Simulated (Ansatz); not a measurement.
`N=C(N)[SiH2]N`, relaxed with RKS PBE-D4/def2-SVP in Ansatz from a rough embedded geometry. The force threshold is 0.03 eV/Å; the program also tests the step.

Charge 0, multiplicity 1.

Start:

```xyz
12

N     0.066   -1.459    1.154
C    -0.169   -1.006    0.018
N    -0.676   -1.867   -0.879
Si    0.164    0.883   -0.496
N     0.446    1.734    1.013
H     0.477   -0.651    1.791
H    -0.399   -1.724   -1.908
H    -0.581   -2.807   -0.643
H    -0.972    1.484   -1.060
H     1.366    1.002   -1.307
H    -0.374    1.710    1.570
H     0.651    2.700    0.747
```

**Question.** By how much does the energy fall, and how many steps does the optimiser take? (An estimate is asked.)

**Answer.** The calculation gave: 75.88 kJ/mol, in 10 steps, 1 of them rejected.

**Question.** Which bonds change most? (An estimate is asked.)

**Answer.** Ansatz gave: Si4–H9 from 1.403 to 1.516 Å; N1–H6 from 1.108 to 1.034 Å; C2–Si4 from 1.986 to 1.919 Å; N3–H7 from 1.075 to 1.018 Å.

**Question.** Give the relaxed structure. (Best estimate.)

**Answer.** Computed: 
```xyz
12

N     0.248   -1.391    1.203
C    -0.087   -0.987    0.019
N    -0.644   -1.857   -0.888
Si    0.147    0.845   -0.502
N     0.286    1.717    1.005
H     0.604   -0.582    1.739
H    -0.705   -1.609   -1.874
H    -0.617   -2.853   -0.657
H    -0.981    1.257   -1.427
H     1.445    1.061   -1.235
H    -0.546    1.829    1.591
H     0.851    2.569    1.026
```
